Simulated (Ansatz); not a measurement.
`O[SiH2]N[Si](O)(F)F` + `[BH2][AlH2]` → `B[Si](O)(F)F` + `O[SiH2][NH][AlH2]`  (redistribution)

Gas-phase electronic energies from Ansatz, PBE0-D4/def2-TZVP geometries. CBS: MP2 limit from def2 TZ/QZ plus the TZ coupled-cluster correction, frozen cores. This one scheme is used for every species. DFT in def2-TZVPP. Each species was taken in one conformer, which may not be the lowest.

`O[SiH2]N[Si](O)(F)F`:

```xyz
12

O    -0.876   -0.205   -1.837
Si   -1.326   -0.989   -0.476
N    -0.238   -0.531    0.802
Si    0.873    0.731    0.853
O     1.556    0.896   -0.617
F     0.270    2.141    1.255
F     1.949    0.415    1.968
H     0.062   -0.003   -1.919
H    -2.727   -0.589   -0.207
H    -1.257   -2.470   -0.586
H    -0.217   -1.146    1.604
H     1.930    1.750   -0.841
```

`[BH2][AlH2]`:

```xyz
6

B    -0.200    0.978    0.493
Al    0.180   -0.879   -0.443
H     0.482    1.413    1.380
H    -1.117    1.689    0.183
H     1.125   -0.975   -1.723
H    -0.469   -2.226    0.110
```

`B[Si](O)(F)F`:

Z-matrix (Å, degrees):
```
Si
O 1 1.623
F 1 1.593 2 111.1
B 1 2.002 2 109.4 3 120.3
F 1 1.593 2 108.6 3 -114.3
H 2 0.959 1 120.0 3 77.7
H 4 1.193 1 122.2 2 130.7
H 4 1.193 1 119.5 2 -50.0
```

`O[SiH2][NH][AlH2]`:

```xyz
10

O     0.793    0.141   -2.068
Si    0.272    0.834   -0.664
N     0.385   -0.300    0.611
Al   -0.929   -1.140    1.479
H     1.130    0.728   -2.746
H    -1.158    1.228   -0.755
H     1.110    2.043   -0.415
H     1.331   -0.561    0.863
H    -2.422   -0.797    1.093
H    -0.513   -2.176    2.602
```

Q: Is it downhill or uphill in electronic energy at CCSD(T)/CBS, and by how much? (An estimate is asked.)

A: Ansatz gave: Downhill: ΔE = -6.9 kcal/mol.

Q: What do these levels give: PBE-D4, ωB97M-V, B2PLYP, r2SCAN, HF/def2-TZVPP, SCS-MP2/def2-TZVPP, HF/def2-QZVPP, MP2/def2-QZVPP, SCS-MP2/def2-QZVPP, HF/CBS(def2), MP2/CBS(def2), CCSD/CBS(def2)? (Best estimate.)

A: Computed: PBE-D4 -7.1, ωB97M-V -6.4, B2PLYP -8.2, r2SCAN -6.6, HF/def2-TZVPP -5.9, SCS-MP2/def2-TZVPP -8.1, HF/def2-QZVPP -5.9, MP2/def2-QZVPP -8.1, SCS-MP2/def2-QZVPP -8.2, HF/CBS(def2) -5.9, MP2/CBS(def2) -8.2, CCSD/CBS(def2) -6.6 kcal/mol.

Largest T1 diagnostic among the species: 0.012.

In def2-TZVPP, CCSD(T) changes the Hartree–Fock value by −0.9 kcal/mol (the triples alone add −0.3 kcal/mol) and MP2 by −2.1 kcal/mol. The D4 term adds +1.5 kcal/mol with B3LYP and +0.8 kcal/mol with PBE0; it sums over pairs of atoms, weighted by their polarisabilities, and B3LYP, whose exchange is more repulsive, gets the larger term.

B3LYP here is the variant with VWN-RPA as its local correlation; programs differ in this.
